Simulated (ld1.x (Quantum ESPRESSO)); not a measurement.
## Before and after: TM potential for germanium (Ge)

germanium, norm-conserving Troullier–Martins (Kleinman–Bylander form), made with ld1.x (Quantum ESPRESSO) 7.5 (PBEsol, fully relativistic). Core [Ar] 3d10, reference 4s1.75 4p2.25. Waves: 4p (bound): rc 1.45 bohr; 4d channel at 0.05 Ry: rc 1.20 bohr; 4s (bound): rc 1.25 bohr. Local part: the s channel. Core correction: a·sin(br)/r model core inside 0.90 bohr.

Open shells are filled in proportion to 2j + 1 (rel_dist='average').

All-electron outer shells of the reference configuration (PBEsol, scalar-relativistic, ld1.x):

```json
{"shell": "3p", "level (eV)": "-115.89", "outermost node (bohr)": "0.23", "outermost maximum (bohr)": "0.54"}
{"shell": "3d", "level (eV)": "-29.76", "outermost node (bohr)": "–", "outermost maximum (bohr)": "0.50"}
{"shell": "4s", "level (eV)": "-11.99", "outermost node (bohr)": "0.77", "outermost maximum (bohr)": "1.73"}
{"shell": "4p", "level (eV)": "-4.08", "outermost node (bohr)": "0.82", "outermost maximum (bohr)": "2.19"}
```

Change: wave 4p (bound): rc 1.45 bohr becomes 4p (bound): rc 1.96 bohr.

Cutoffs: the cutoffs (Ry, on a coarse ladder) from which the occupation-weighted sum of valence levels, in a spherical-Bessel basis at the reference potential, stays within 10 and 1 mRy of its value at 400 Ry; they do not see the model core or the augmentation charge, which bear on the density cutoff. Errors are all-electron minus pseudo energies relative to the spin-unpolarised reference configuration.

Predict the effect on cutoff, ghosts and configuration errors.

The potential gets neither clearly harder nor softer (55 Ry and 140 Ry → 50 Ry and 140 Ry); both files keep a bound ghost (p); of the 7 tests that both files solve, the error grows in 4 and shrinks in 0 by more than 15 % and 0.3 meV (median size 3.0 → 3.8 meV). More of the atom is replaced by a form fitted at one configuration, so other configurations suffer.

| quantity | base | changed |
| --- | --- | --- |
| cutoff, loose | 55 Ry | 50 Ry |
| cutoff, tight | 140 Ry | 140 Ry |
| loose cutoff by channel (10 mRy a level) | p 40 Ry, s 45 Ry | p 12 Ry, s 45 Ry |
| bound ghosts | p3/2, p1/2 | p3/2, p1/2 |
| error for 4s2 4p2, meV [ΔE -1.97 eV] | -0.7 | -0.9 |
| error for 4s2 4p1, meV [ΔE 5.49 eV] | -3.0 | -3.8 |
| error for 4s2 4p0, meV [ΔE 20.94 eV] | -30 | -31 |
| error for 4s2 4p1.5, meV [ΔE 0.84 eV] | -0.4 | -0.9 |
| error for 4s0 4p4, meV [ΔE 14.24 eV] | -48 | -57 |
| error for 4s2 4p2.3, meV [ΔE -2.85 eV] | -1.4 | -1.4 |
| error for 4s1 4p3, meV [ΔE 6.01 eV] | -7.8 | -9.4 |

 A true bound ghost makes a file unfit for plane-wave use even where its test errors are small: the radial tests pick states by their node count and pass the ghost by.
